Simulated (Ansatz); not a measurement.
System: MgCl2, charge 0, multiplicity 1. 
Coordinates optimised at B3LYP-D3(BJ)/def2-TZVP (Ansatz, a quantum-chemistry and plane-wave program):
```
Mg
Cl 1 2.1757
Cl 1 2.1757 2 180.00
```
Charge 0, spin multiplicity 1.

Basis-set convergence of Hartree-Fock and CCSD correlation energies (hartree) with Ansatz. Correlated levels leave the core frozen unless marked. Spin-orbit coupling is left out. No relativistic terms.

```tsv
basis	functions	E(HF)	E(corr, CCSD)
def2-SVPD	75	-1118.42925	-0.33708
def2-TZVPPD	137	-1118.80119	-0.44142
def2-QZVPPD	221	-1118.83537	-0.48110
```

Extrapolating the two largest sets (X = 3 and 4) as X^-3: E(corr) = (64·(-0.48110) - 27·(-0.44142))/37 = -0.5101 Eh, an estimate of the basis-set limit. The largest set recovers 94.3 % of it, the smallest 66.1 %.
